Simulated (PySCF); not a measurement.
**Al+: excitation energy**

Al+ [Ne] 3s2 (1S) → Al+ [Ne] 3s1 4s1 (3S), as a difference of total energies. Computed with PySCF 2.14 in dyall-av3z, with no relativity, point nucleus. Correlated levels: valence: [Ne] frozen; virtual orbitals above 40 to 60 times the deepest correlated orbital energy dropped. The calculations carry no spin-orbit coupling.

| method | excitation energy (eV) |
| --- | --- |
| UHF | 10.247 |
| LDA | 11.175 |
| PBE | 11.032 |
| PBE0 | 10.993 |
| r2SCAN | 10.901 |
| MN15 | 11.281 |
| r2SCAN0 | 10.911 |
| revPBE | 10.962 |
| PBEsol | 10.969 |
| MP2 (valence) | 10.935 |
| SCS-MP2 (valence) | 11.151 |

Errors of the correlated levels include the incompleteness of this basis and the frozen core.

**Question.** Which method comes closest to the reference value, and which is furthest?

**Answer.** The reference is 11.317 eV (measured; NIST levels). Closest: MN15 (error -0.036 eV); furthest: UHF (error -1.070 eV).
